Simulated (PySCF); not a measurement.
Input of a run (PBE0-D3(BJ)/def2-SVP geometry optimisation, gas phase (PySCF 2.14.0)), started from GFN2-xTB:
```
{"job": {"xc": "PBE0", "basis": "def2-SVP", "d3": "d3bj", "grid": 1, "kind": "geom"}, "charge": 0, "multiplicity": 1}
C      3.249102     0.859493     0.211767
C      1.949261     0.222524     0.183335
C      0.868258    -0.311059     0.160887
B     -0.507292    -0.951898     0.151072
N     -0.681278    -2.184210    -0.462376
C     -1.743198    -0.204202     0.833220
C     -2.001204     1.173558     0.214920
H      3.136605     1.944115     0.211737
H      3.834644     0.563760    -0.659351
H      3.785726     0.562497     1.113418
H     -1.567275    -2.659077    -0.503981
H      0.062140    -2.695193    -0.908265
H     -2.658696    -0.797174     0.759522
H     -1.545824    -0.064022     1.899652
H     -2.234974     1.077677    -0.843979
H     -1.117645     1.800964     0.309890
H     -2.835348     1.674277     0.705181
```

Output (energies in Eh, forces in Eh/bohr):
```
step   0  E = -275.63494781  max force = 0.021390
step   1  E = -275.63697103  max force = 0.001950
step   2  E = -275.63699764  max force = 0.000434
step   3  E = -275.63700246  max force = 0.000619
step   4  E = -275.63700248  max force = 0.000883
step   5  E = -275.63700591  max force = 0.000494
step   6  E = -275.63701005  max force = 0.000205
optimisation converged
```

Task: Summarise the run.

Result: The energy falls by 0.056 eV over 7 energy and gradient evaluations, the largest force component goes from 0.0214 to 2.0e-04 Eh/bohr, and the atoms move by 0.063 Å rms after alignment. The bond that changes most is C3–B4 (alkyne carbon to three-coordinate boron), which lengthens by 0.023 Å. Bonds longer at the end by more than 0.005 Å: 12 of 16; shorter: 1. Among the angles that change most is B4–C6–H14, from 109.7° to 106.9°. The energy never rose by more than 1e-6 Eh on the way. The first step brought 98 % of the lowering.

Task: What are the final bond lengths?

Result: C1–C2 1.452 Å, C2≡C3 1.220 Å, C3–B4 1.540 Å, B4–N5 1.399 Å, B4–C6 1.585 Å, C6–C7 1.528 Å, C1–H8 1.102 Å, C1–H9 1.102 Å, C1–H10 1.102 Å, N5–H11 1.011 Å, N5–H12 1.011 Å, C6–H13 1.104 Å, C6–H14 1.106 Å, C7–H15 1.102 Å, C7–H16 1.101 Å, C7–H17 1.102 Å. Numbering counts from 1 in the input's order; the species is `CC#CB(N)CC`.

The run used 148 basis functions and 44 SCF cycles in all. The run took about 80 s of CPU time (one thread, shared machine).

Stationary, but not proved a minimum. One conformer, not necessarily the lowest.

The values belong to the conformer `[CH3:1][C:2]#[C:3][B:4]([NH2:5])[CH2:6][CH3:7]`: C3–B4–C6–C7 54°, H–N5–B4–C3 180°, H–N5–B4–C3 1°.
